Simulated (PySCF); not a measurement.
PySCF input for B(H)2(PH2) (BH₄P), SMILES BP, TDA-B3LYP/def2-TZVPD. Geometry: B3LYP-D3(BJ)/def2-TZVP.

```python
import numpy as np
from pyscf import gto, scf, dft, tdscf

mol = gto.M(
    atom='''
    B    -1.29882946   -0.05449645    0.00000000
    H    -1.88743857   -0.01930667   -1.03232084
    H    -1.88743857   -0.01930667    1.03232084
    P     0.55161192    0.11022344   -0.00000000
    H     0.99742282   -0.67112799   -1.08340188
    H     0.99742282   -0.67112799    1.08340188
    ''',
    basis='def2-TZVPD',
    charge=0,
    spin=0,
    symmetry=True,
    max_memory=1600,
    verbose=4,
)
mf = dft.RKS(mol, xc='b3lyp').density_fit(auxbasis='def2-universal-jkfit')
mf.grids.level = 3
mf.conv_tol = 1e-9
mf.max_cycle = 100
mf.kernel()
mf.grids = dft.Grids(mol).set(level=1).build(with_non0tab=True)  # coarser grid for the response kernel
td = tdscf.TDA(mf)
td.singlet = True
td.nstates = 10
td.conv_tol = 1e-4
td.kernel(x0=td.get_init_guess(mf, 15))
td.analyze()
tt = tdscf.TDA(mf)
tt.singlet = False
tt.nstates = 4
tt.conv_tol = 1e-4
tt.kernel(x0=tt.get_init_guess(mf, 9))
tt.analyze(verbose=3)
```

Program output:

```
PySCF version 2.14.0

[INPUT] verbose = 4
[INPUT] num. atoms = 6
[INPUT] num. electrons = 24
[INPUT] charge = 0
[INPUT] spin (= nelec alpha-beta = 2S) = 0
[INPUT] symmetry True subgroup None
[INPUT] Mole.unit = angstrom
[INPUT] Symbol           X                Y                Z      unit          X                Y                Z       unit  Magmom
[INPUT]  1 B     -1.298829460000  -0.054496450000   0.000000000000 AA   -2.454431961917  -0.102983365261   0.000000000000 Bohr   0.0
[INPUT]  2 H     -1.887438570000  -0.019306670000  -1.032320840000 AA   -3.566741974241  -0.036484318677  -1.950803660281 Bohr   0.0
[INPUT]  3 H     -1.887438570000  -0.019306670000   1.032320840000 AA   -3.566741974241  -0.036484318677   1.950803660281 Bohr   0.0
[INPUT]  4 P      0.551611920000   0.110223440000   0.000000000000 AA    1.042395455845   0.208292114107   0.000000000000 Bohr   0.0
[INPUT]  5 H      0.997422820000  -0.671127990000  -1.083401880000 AA    1.884855960191  -1.268248095630  -2.047332836039 Bohr   0.0
[INPUT]  6 H      0.997422820000  -0.671127990000   1.083401880000 AA    1.884855960191  -1.268248095630   2.047332836039 Bohr   0.0

nuclear repulsion = 46.2497416669891
point group symmetry = Cs
symmetry origin: [1.48029737e-16 2.36215765e-09 0.00000000e+00]
symmetry axis x: [ 1.00000000e+00 -6.35874220e-10  1.19935768e-18]
symmetry axis y: [-6.35874220e-10 -1.00000000e+00 -2.83256462e-18]
symmetry axis z: [ 0.00000000e+00 -2.83256462e-18  1.00000000e+00]
num. orbitals of irrep A' = 72
num. orbitals of irrep A" = 44
number of shells = 48
number of NR pGTOs = 165
number of NR cGTOs = 116
basis = def2-TZVPD
ecp = {}


******** <class 'pyscf.df.df_jk.DFSymAdaptedRKS'> ********
method = DFSymAdaptedRKS
initial guess = minao
damping factor = 0
level_shift factor = 0
DIIS = <class 'pyscf.scf.diis.CDIIS'>
diis_start_cycle = 1
diis_space = 8
diis_damp = 0
SCF conv_tol = 1e-09
SCF conv_tol_grad = None
SCF max_cycles = 100
direct_scf = False
XC library pyscf.dft.libxc version 7.1.2
    S. Lehtola, C. Steigemann, M. J. T. Oliveira, and M. A. L. Marques,  SoftwareX 7, 1–5 (2018)
XC functionals = b3lyp
    P. J. Stephens, F. J. Devlin, C. F. Chabalowski, and M. J. Frisch,  J. Phys. Chem. 98, 11623 (1994)
radial grids:
    Treutler-Ahlrichs [JCP 102, 346 (1995); DOI:10.1063/1.469408] (M4) radial grids

becke partition: Becke, JCP 88, 2547 (1988); DOI:10.1063/1.454033
pruning grids: <function nwchem_prune>
grids dens level: 3
symmetrized grids: True
atomic radii adjust function: <function treutler_atomic_radii_adjust>
small_rho_cutoff = 0
Freeze 0 electrons in irreps []
    24 free electrons in irreps A' A"
Set gradient conv threshold to 3.16228e-05
Initial guess from minao.
tot grids = 72464
******** <class 'pyscf.df.df.DF'> ********
auxbasis = def2-universal-jkfit
init E= -368.504158727921
HOMO (A') = -0.285576007124806  LUMO (A') = -0.128460551701359  gap/eV = 4.27533
cycle= 1 E= -368.615158706774  delta_E= -0.111  |g|= 0.172  |ddm|= 1.69
HOMO (A') = -0.252531357226623  LUMO (A') = -0.0468479019565109  gap/eV = 5.59693
cycle= 2 E= -368.615074727449  delta_E= 8.4e-05  |g|= 0.164  |ddm|= 0.345
HOMO (A') = -0.266740158532327  LUMO (A') = -0.0760568562810331  gap/eV = 5.18876
cycle= 3 E= -368.62502510152  delta_E= -0.00995  |g|= 0.0369  |ddm|= 0.176
HOMO (A') = -0.271473147748276  LUMO (A') = -0.0750270364410532  gap/eV = 5.34557
cycle= 4 E= -368.625479256834  delta_E= -0.000454  |g|= 0.013  |ddm|= 0.0425
HOMO (A') = -0.269004840559777  LUMO (A') = -0.0741730931390201  gap/eV = 5.30164
cycle= 5 E= -368.625530089259  delta_E= -5.08e-05  |g|= 0.00234  |ddm|= 0.0154
HOMO (A') = -0.2692350061675  LUMO (A') = -0.0741282861299872  gap/eV = 5.30912
cycle= 6 E= -368.625531293039  delta_E= -1.2e-06  |g|= 0.000378  |ddm|= 0.00204
HOMO (A') = -0.269232689537223  LUMO (A') = -0.0741489556678872  gap/eV = 5.30850
cycle= 7 E= -368.625531339525  delta_E= -4.65e-08  |g|= 7.27e-05  |ddm|= 0.00034
HOMO (A') = -0.269227062859061  LUMO (A') = -0.0741491488746107  gap/eV = 5.30834
cycle= 8 E= -368.625531341496  delta_E= -1.97e-09  |g|= 1.89e-05  |ddm|= 7.99e-05
HOMO (A') = -0.269227140702082  LUMO (A') = -0.074149085890145  gap/eV = 5.30834
cycle= 9 E= -368.625531341617  delta_E= -1.21e-10  |g|= 2.97e-06  |ddm|= 1.8e-05
HOMO (A') = -0.26922678832555  LUMO (A') = -0.074149556580684  gap/eV = 5.30832
Extra cycle  E= -368.625531341618  delta_E= -9.09e-13  |g|= 3.07e-06  |ddm|= 6.11e-06
converged SCF energy = -368.625531341618
tot grids = 21480


******** <class 'pyscf.tdscf.rks.TDA'> for <class 'pyscf.df.df_jk.DFSymAdaptedRKS'> ********
nstates = 10 singlet
deg_eia_thresh = 1.000e-03
wfnsym = None
conv_tol = 0.0001
eigh lindep = 1e-12
eigh level_shift = 0
eigh max_cycle = 100


Excitation energies (eV)
[4.96263934 6.10061146 6.33873926 6.3821881  6.71145703 7.12905743
 7.64991995 8.1605359  8.20852116 8.53662641]

** Singlet excitation energies and oscillator strengths **
Excited State   1:   A'      4.96264 eV    249.84 nm  f=0.1285
      10 -> 13       -0.19986
      12 -> 13       -0.65814
Excited State   2:   A"      6.10061 eV    203.23 nm  f=0.0009
      11 -> 13       -0.70097
Excited State   3:   A'      6.33874 eV    195.60 nm  f=0.0685
      10 -> 13       -0.28452
      12 -> 14       -0.62662
      12 -> 16        0.11706
Excited State   4:   A'      6.38219 eV    194.27 nm  f=0.0839
      10 -> 13        0.59557
      12 -> 13       -0.15515
      12 -> 14       -0.30807
Excited State   5:   A"      6.71146 eV    184.74 nm  f=0.0333
      12 -> 15       -0.69438
Excited State   6:   A'      7.12906 eV    173.91 nm  f=0.1491
      10 -> 13        0.11389
      12 -> 16        0.67424
      12 -> 17       -0.11316
Excited State   7:   A'      7.64992 eV    162.07 nm  f=0.0266
      12 -> 16        0.12277
      12 -> 17        0.67767
Excited State   8:   A"      8.16054 eV    151.93 nm  f=0.0191
       9 -> 13        0.26387
      12 -> 18       -0.64664
Excited State   9:   A"      8.20852 eV    151.04 nm  f=0.0094
       9 -> 13        0.63873
      10 -> 15       -0.14621
      12 -> 18        0.24763
Excited State  10:   A"      8.53663 eV    145.24 nm  f=0.0028
      11 -> 14        0.69835

** Transition electric dipole moments (AU) **
state          X           Y           Z        Dip. S.      Osc.
  1         1.0143      0.1670     -0.0000      1.0568      0.1285
  2        -0.0000      0.0000      0.0776      0.0060      0.0009
  3        -0.1312      0.6513     -0.0000      0.4414      0.0685
  4         0.5922      0.4311     -0.0000      0.5366      0.0839
  5        -0.0000      0.0000      0.4502      0.2027      0.0333
  6         0.8966      0.2231      0.0000      0.8536      0.1491
  7        -0.0591     -0.3718     -0.0000      0.1417      0.0266
  8        -0.0000      0.0000     -0.3088      0.0954      0.0191
  9        -0.0000     -0.0000      0.2160      0.0467      0.0094
 10         0.0000      0.0000     -0.1164      0.0136      0.0028

** Transition velocity dipole moments (imaginary part, AU) **
state          X           Y           Z        Dip. S.      Osc.
  1         0.0227     -0.0579     -0.0000      0.0039      0.0141
  2        -0.0000      0.0000      0.0023      0.0000      0.0000
  3         0.0223      0.1375     -0.0000      0.0194      0.0556
  4         0.0587      0.0740     -0.0000      0.0089      0.0254
  5        -0.0000      0.0000      0.0404      0.0016      0.0044
  6         0.1643      0.0566      0.0000      0.0302      0.0769
  7         0.0184     -0.0813     -0.0000      0.0069      0.0165
  8        -0.0000      0.0000     -0.0706      0.0050      0.0111
  9        -0.0000     -0.0000      0.0342      0.0012      0.0026
 10        -0.0000     -0.0000     -0.0397      0.0016      0.0033

** Transition magnetic dipole moments (imaginary part, AU) **
state          X           Y           Z
  1         0.0000     -0.0000     -0.7818
  2        -1.2442      0.0657      0.0000
  3        -0.0000      0.0000     -0.8298
  4         0.0000      0.0000      0.8326
  5        -0.4888      0.3434      0.0000
  6         0.0000      0.0000      0.3177
  7        -0.0000      0.0000     -0.2650
  8         0.1847     -0.0272      0.0000
  9         0.1174      0.1020     -0.0000
 10         0.2159      1.1915      0.0000


******** <class 'pyscf.tdscf.rks.TDA'> for <class 'pyscf.df.df_jk.DFSymAdaptedRKS'> ********
nstates = 4 triplet
deg_eia_thresh = 1.000e-03
wfnsym = None
conv_tol = 0.0001
eigh lindep = 1e-12
eigh level_shift = 0
eigh max_cycle = 100


Excitation energies (eV)
[3.37302077 5.44895967 5.59668512 5.8622378 ]

** Triplet excitation energies and oscillator strengths **
Excited State   1:   A'      3.37302 eV    367.58 nm  f=0.0000
Excited State   2:   A"      5.44896 eV    227.54 nm  f=0.0000
Excited State   3:   A'      5.59669 eV    221.53 nm  f=0.0000
Excited State   4:   A"      5.86224 eV    211.50 nm  f=0.0000
```

The run converged.

Cost: around 29 core-seconds (rough).
